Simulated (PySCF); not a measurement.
## Partial charges of `C=C(C)/C=C(\F)[CH+]C`

Compound: C7H10F (charge +1).
Structure used (GFN2-xTB), in Å, numbered top down from 1:
```
atom  x, y, z in Å
C1    -2.5941    1.1916   -0.7720
C2    -1.6946    0.2706   -0.3191
C3    -2.1398   -1.0672    0.1635
C4    -0.3284    0.6527   -0.3263
C5     0.7689   -0.0842    0.1174
F6     0.5792   -1.3057    0.6212
C7     2.0686    0.3845    0.0749
C8     3.2189   -0.3621    0.5445
H9    -3.6504    0.9755   -0.7876
H10   -2.2943    2.1658   -1.1242
H11   -3.2122   -1.1815    0.0428
H12   -1.8944   -1.1968    1.2164
H13   -1.6400   -1.8639   -0.3844
H14   -0.0972    1.6359   -0.7163
H15    2.2328    1.3726   -0.3348
H16    2.9607   -1.3387    0.9466
H17    3.7606    0.2260    1.2940
H18    3.9467   -0.4688   -0.2681
```

Density: PBE0/pcSseg-1 (PySCF); schemes: Mulliken, IAO, Hirshfeld and ESP-fitted. One conformer (not necessarily the lowest) at the GFN2-xTB geometry, without solvent, vibrations or thermal averaging.

Q: Tabulate the Mulliken, IAO, Hirshfeld and ESP-fitted charges.

A: In e; atoms taken as equivalent share a row and are averaged (×n: the atom named and its like, n in all):

```csv
atom,environment,Mulliken,IAO,Hirshfeld,ESP-fitted
C1,terminal =CH2 carbon,+0.088,-0.137,+0.054,-0.323
C2,fully substituted alkene carbon,-0.445,+0.029,+0.043,+0.466
C3,allylic carbon,-0.093,-0.438,-0.110,-0.616
C4,carbon bonded to 2 C and H,-0.017,-0.012,+0.067,-0.385
C5,carbon bonded to 2 C and F,+0.378,+0.272,+0.116,+0.376
F6,vinyl fluorine,-0.239,-0.240,-0.014,-0.133
C7,carbon bonded to 2 C and H,-0.197,+0.023,+0.095,+0.013
C8,methyl carbon,-0.200,-0.439,-0.081,-0.410
H9,vinylic hydrogen,+0.175,+0.202,+0.099,+0.229
H10,vinylic hydrogen,+0.165,+0.188,+0.090,+0.219
H11/H12/H13,methyl hydrogen,+0.160,+0.178,+0.063,+0.199
H14,hydrogen on C4,+0.162,+0.197,+0.089,+0.211
H15,hydrogen on C7,+0.172,+0.200,+0.096,+0.174
H16/H17/H18,methyl hydrogen,+0.191,+0.207,+0.090,+0.193
```

Mean size of the charges over all atoms: ESP-fitted 0.263 e, IAO 0.196 e, Mulliken 0.188 e, Hirshfeld 0.078 e. Each set sums to the total charge, 1, to within 0.001 e. The ESP scheme is a least-squares fit of atom-centred charges to the potential on four shells outside the van der Waals surface, with the total charge fixed.

Some averages cover members that differ in this geometry: H16/H17/H18, ESP-fitted +0.172 to +0.204; H16/H17/H18, Hirshfeld +0.071 to +0.099 e.

Lowest charge. The schemes don't all agree: Mulliken C2 (-0.445); IAO C8 (-0.439); Hirshfeld C3 (-0.110); ESP-fitted C3 (-0.616).

Highest charge. The schemes don't all agree: Mulliken C5 (+0.378); IAO C5 (+0.272); Hirshfeld C5 (+0.116); ESP-fitted C2 (+0.466).

Q: Sum the charges by element, for elements with more than one atom.

A: 
```csv
element,atoms,Mulliken,IAO,Hirshfeld,ESP-fitted
C,7,-0.487,-0.703,+0.183,-0.879
H,10,+1.726,+1.943,+0.832,+2.012
```

Q: How closely do the schemes follow one another over all atoms?

A: Correlation coefficient and root-mean-square difference: IAO with Hirshfeld 0.93, 0.164 e; IAO with ESP-fitted 0.86, 0.153 e; Hirshfeld with ESP-fitted 0.74, 0.250 e; Mulliken with IAO 0.68, 0.169 e; Mulliken with Hirshfeld 0.58, 0.174 e; Mulliken with ESP-fitted 0.35, 0.291 e.
